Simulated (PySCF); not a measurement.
C4H7BFN, SMILES B(F)(NC)C=C=C. Geometry: PBE-D3(BJ)/def2-SVP. This is a generated structure with no PubChem entry under its InChIKey; it may be hypothetical. Other conformers were not sampled.

Computed equilibrium geometry at PBE-D3(BJ)/def2-SVP (PySCF confirms it by a frequency run) as a Z-matrix, and its point group (one conformer of several):
point group Cs.
```
N
H 1 1.0229
B 1 1.4065 2 117.46
F 3 1.3568 1 119.21 2 180.00
C 1 1.4477 2 115.70 3 180.00
H 5 1.1063 1 109.27 2 180.00
H 5 1.1126 6 107.74 1 -122.13
H 5 1.1126 6 107.74 7 -115.74
C 3 1.5714 4 118.35 1 180.00
C 9 1.3214 3 122.91 4 180.00
C 10 1.3178 3 145.83 4 180.00
H 11 1.1038 10 121.36 3 90.75
H 11 1.1038 12 117.26 10 -178.55
H 9 1.1068 10 118.40 12 -95.12
```
Charge 0, spin multiplicity 1.
